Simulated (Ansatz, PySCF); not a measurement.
Molecule: CCl₂ (charge 0, singlet). 
Geometry from a B3LYP-D3(BJ)/def2-TZVP (Ansatz, a program for electronic structure) optimisation:
```
C
Cl 1 1.7242
Cl 1 1.7242 2 109.61
```
Charge 0, spin multiplicity 1.

Quantity: vertical ionisation energy (to the doublet state of charge +1; each state is the SCF solution reached for its spin; for the singlet the Hartree-Fock reference is unstable and T1 is 0.021), in eV. Correlated levels leave the core frozen unless marked. UHF or UKS for open shells. Spin-orbit coupling is left out. Non-relativistic. Basis-set limits of correlation are two-point, X^-3; Hartree-Fock from the larger set. [CCSD(T)-MP2]/basis is that difference in the basis named.

```csv
level,program,vertical ionisation energy (eV),minus last row
SVWN5/def2-TZVPD,Ansatz,9.92,-0.26
r2SCAN/def2-TZVPD,Ansatz,9.82,-0.36
PBE0/def2-TZVPD,Ansatz,9.95,-0.23
wB97M-V/def2-TZVPD,Ansatz,10.11,-0.07
MP2/aug-cc-pV(T+d)Z,Ansatz,10.08,-0.10
SCS-MP2/aug-cc-pV(D+d)Z,Ansatz,9.97,-0.21
SCS-MP2/aug-cc-pV(T+d)Z,Ansatz,10.11,-0.07
CCSD/aug-cc-pV(D+d)Z,Ansatz,9.96,-0.22
CCSD/aug-cc-pV(T+d)Z,Ansatz,10.08,-0.10
"RI-MP2/CBS(aug-cc-pV(T+d)Z,aug-cc-pV(Q+d)Z)+[CCSD(T)-MP2]/aug-cc-pV(T+d)Z",Ansatz,10.18,0.00
```

For comparison, minus the highest occupied orbital energy (PySCF): 6.42 eV at TPSS/def2-TZVPD, 10.95 eV at HF/def2-TZVPD, 6.41 eV at M06-L/def2-TZVPD.
